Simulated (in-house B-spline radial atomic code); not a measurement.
Zn. Computed with a B-spline radial atomic code. Model: non-relativistic spherical atom: semilocal Troullier-Martins pseudo-atom, one channel per l, against all electrons, high spin, G0W0 and RPA with empty states to l = 8, local potential for every l without a channel, a model core (radius 0 = none) keeps its share of the functional.

The core holds an angular momentum without a channel of its own, so the local potential lets valence electrons into it.

What the tables leave out is listed at the end.

The pseudopotential gives back the lowest level of each angular momentum of its own functional in the configuration it was made in; a second state of the same l is only approximately right. Exact exchange, RPA and GW see the smooth pseudo-orbitals and miss the exchange with the core, for which the functional's share stands in. The column with an uncorrelated core keeps all orbitals and exact exchange, and so separates missing core correlation from pseudisation. Only the three outermost levels and the lowest empty one were computed. RPA here is direct RPA, with no exchange kernel, and its energies carry an (l + 1/2)⁻⁴ tail. A hybrid on a potential with a model core restores only its own semilocal share of the core's exchange.

Command:
```bash
python run_psgw.py task.json out
```
Settings (lengths in bohr, energies in hartree):
```
Z                      30
electrons              30
configuration          [Ar] 3d10 4s2
generated_in           [Ar] 3d10 4s2
functional             lda,vwn
core_shells            6
radius_factor          0.9
core_correction        True
ion_configuration      [Ar] 3d10 4s1
```

Run time, properties included: 47 s on 1 thread of Arm Neoverse N1, on a shared host.

Given: made with LDA VWN5; model core radius 1.863 bohr; local radius 2.022 bohr; mean-field start LDA VWN5.

Valence shells of the generating configuration: 4s.

Channel: s 1.891, p 2.763 (radii in bohr).

Computed: largest level miss in the spin-unpolarised generating configuration 0 eV; valence RPA correlation energy pseudo -0.0754 hartree; all-electron RPA polarisability, core included 30.6 bohr³; pseudo-atom RPA polarisability 30.158 bohr³; ionisation by mean-field pseudo minus all 0.115 eV; ionisation by RPA all-electron 9.5475 eV; ionisation by RPA pseudo minus all 0.786 eV.

| level | occupied | mean-field all-electron (eV) | mean-field pseudo minus all (eV) | G0W0 all-electron (eV) | G0W0 uncorrelated core minus all (eV) | G0W0 pseudo minus all (eV) | exchange self-energy all-electron (eV) | exchange self-energy pseudo (eV) |
| --- | --- | --- | --- | --- | --- | --- | --- | --- |
| 4s | 1 | -6.0607 | 0 | -9.2662 | 0.524 | -0.224 | -11.917 | -9.2024 |

Q: What is the ionisation by mean-field all-electron?

A: 9.6862 eV.

Q: What is the valence RPA correlation energy all-electron orbitals?

A: -0.06891 hartree.

Given: mean-field start PBE0.

Computed: valence RPA correlation energy all-electron orbitals -0.059233 hartree; all-electron RPA polarisability, core included 28.852 bohr³; pseudo-atom RPA polarisability 29.151 bohr³; ionisation by mean-field all-electron 9.0695 eV; ionisation by mean-field pseudo minus all 0.011 eV; ionisation by RPA pseudo minus all 0.098 eV.

```json
{"level": "4s", "occupied": "1", "mean-field all-electron (eV)": "-6.5448", "mean-field pseudo minus all (eV)": "0.065", "G0W0 all-electron (eV)": "-9.2353", "G0W0 uncorrelated core minus all (eV)": "0.517", "G0W0 pseudo minus all (eV)": "0.247", "exchange self-energy all-electron (eV)": "-11.482", "exchange self-energy pseudo (eV)": "-8.9482"}
```

Q: What is the ionisation by RPA all-electron?

A: 9.3734 eV.

Q: What is the valence RPA correlation energy pseudo?

A: -0.064391 hartree.

Among the listed levels the largest G0W0 shift of the pseudo-atom is +0.25 eV, for 4s on the PBE0 start, while leaving the core uncorrelated moves that level by +0.52 eV. The rest, -0.27 eV, comes from pseudisation and the lost core exchange. Not in the tables (levels of low weight, unsolved or above zero; the highest and the empty levels are kept at any weight): on LDA the G0W0 levels 4p (pseudo minus all -0.24 eV, weights 0.90 and 0.90); on PBE0 the G0W0 levels 4p (pseudo minus all -0.03 eV, weights 0.93 and 0.94); no Hartree-Fock pseudo-atom is run with a model core.
